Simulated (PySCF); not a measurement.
# Computed structure and properties of [Pb(NH2)3(H2O)]+

System: [Pb(NH2)3(H2O)]+ (singlet; a saddle point, relaxed within its symmetry); start: template (Cs). Method: PySCF 2.14.0, RKS PBE0, Pb def2-SVP with ECP60, N def2-SVP, H def2-SVP, O def2-SVP; non-relativistic Hamiltonian with scalar-relativistic core potentials where named; density fitting; no spin-orbit coupling.

Input of the relaxation:

```python
mol = gto.M(atom='''
Pb     0.01468    -0.01468     0.01468
N      1.17858     1.14922     1.17858
H      2.10618     0.90302     1.51928
H      0.93238     2.07682     1.51928
N     -1.14922    -1.17858     1.17858
H     -2.07682    -0.93238     1.51928
H     -0.90302    -2.10618     1.51928
N      1.17858    -1.17858    -1.14922
H      0.93238    -2.10618    -1.48992
H      2.10618    -0.93238    -1.48992
O     -1.24392     1.24392    -1.24392
H     -1.89892     1.89892    -0.95592
H     -1.27022     1.27022    -2.21332''',
    basis={'Pb': 'def2-SVP', 'N': 'def2-SVP', 'H': 'def2-SVP', 'O': 'def2-SVP'},
    ecp={'Pb': 'def2-SVP'},
    charge=1, spin=0)
mf = dft.RKS(mol, xc='PBE0')
mf.grids.atom_grid = (50, 194)
mf = mf.density_fit()  # fitting sets: Pb def2-universal-JKFIT, N def2-universal-JKFIT, H def2-universal-JKFIT, O def2-universal-JKFIT
mf.conv_tol = 1e-08; mf.max_cycle = 55
mf.kernel(dm0)  # dm0: converged density of the start geometry
# quasi-Newton relaxation in Cartesian coordinates to a largest gradient under 0.00045 Eh/bohr, steps kept in the point group
```

Run from Python with OMP_NUM_THREADS=2; the lines above give its settings. Where DIIS fails, smearing, a level shift and second-order steps follow.
It took 4.1 min on 2 threads of Arm Neoverse V1, with other jobs on the host, from the converged density of the start.

Course of the relaxation:

| step | energy above end (eV) | largest force component within the symmetry (eV/Å) |
| --- | --- | --- |
| 0 | 1.3358 | 1.801 |
| 1 | 0.9006 | 1.080 |
| 2 | 0.6695 | 0.733 |
| 3 | 0.5992 | 1.097 |
| 4 | 0.5353 | 1.592 |
| 5 | 0.4671 | 0.343 |
| 6 | 0.4221 | 0.598 |
| 7 | 0.3891 | 1.325 |
| 34 | 0.0020 | 0.078 |
| 35 | 0.0012 | 0.053 |
| 36 | 0.0007 | 0.028 |
| 37 | 0.0003 | 0.033 |
| 38 | 0.0001 | 0.036 |
| 39 | 0.0000 | 0.017 |
(The steps between are left out.)

Relaxed geometry (Cs):

```xyz
13

Pb    0.2461   -0.2461    0.3130
N     1.0047    1.5204    1.1552
H     2.0091    1.5971    0.9809
H     0.8689    1.5194    2.1691
N    -1.5204   -1.0047    1.1552
H    -1.5194   -0.8689    2.1691
H    -1.5971   -2.0091    0.9809
N     1.3668   -1.3668   -1.0568
H     0.7714   -1.9461   -1.6510
H     1.9461   -0.7714   -1.6510
O    -1.0111    1.0111   -1.3171
H    -1.6701    1.6701   -1.0580
H    -0.9881    0.9881   -2.2827
```

```tsv
contact	Å
Pb1–N2 (NH2)	2.099
Pb1–N5 (NH2)	2.099
Pb1–N8 (NH2)	2.095
Pb1–O11 (H2O)	2.412
```

On the finer grid (75, 302):

```json
{
  "HOMO": "-11.94 eV",
  "LUMO": "-6.71 eV",
  "Dipole about the centre of mass": "2.34 D",
  "Set of Mulliken populations of Pb1 outside the core potential": "s 3.31, p 7.48, d 10.27",
  "D3(BJ) dispersion energy (not in the energies)": "-0.229 eV"
}
```

```csv
atom,Mulliken (e),Löwdin (e),spin (e)
Pb1,0.94,0.81,0.00
N2,-0.40,-0.20,0.00
H3,0.18,0.09,0.00
H4,0.18,0.09,0.00
N5,-0.40,-0.20,0.00
H6,0.18,0.09,0.00
H7,0.18,0.09,0.00
N8,-0.40,-0.21,0.00
H9,0.17,0.09,0.00
H10,0.17,0.09,0.00
O11,-0.27,-0.01,0.00
H12,0.24,0.13,0.00
H13,0.23,0.12,0.00
```

On the grid (50, 194), as all that follows. Harmonic modes: 2 unstable, so a saddle point once the symmetry is let go (counted below −25 cm⁻¹); lowest -204 cm⁻¹ (negative: unstable), highest 3928 cm⁻¹, zero-point energy 2.700 eV.

Taking off one NH2 (charge -1, singlet; the rest: singlet) in vacuum, both parts rigid, costs 17.25 eV; the small basis without counterpoise inflates it. Most of it is the attraction of opposite charges; other ways to part are cheaper, and one spin state was tried for the rest.

Rigid scan of NH2 along the line from its metal:

| distance to N2 (Å) | energy (eV) |
| --- | --- |
| 1.80 | 1.270 |
| 1.90 | 0.477 |
| 2.00 | 0.101 |
| 2.10 | 0.000 |
| 2.20 | 0.074 |
| 2.30 | 0.255 |
| 2.50 | 0.770 |
| 2.80 | 1.589 |
| 3.20 | 2.459 |
| 3.70 | 3.169 |

Taking off one H2O (charge 0, singlet; the rest: singlet) in vacuum, both parts rigid, costs 1.27 eV; the small basis without counterpoise inflates it.

Rigid scan of H2O along the line from its metal:

```csv
distance to O11 (Å),energy (eV)
2.11,0.358
2.21,0.131
2.31,0.027
2.41,0.000
2.51,0.021
2.61,0.070
2.81,0.206
3.11,0.420
3.51,0.651
4.01,0.850
```

One start shape was tried, so this needn't be the lowest isomer.
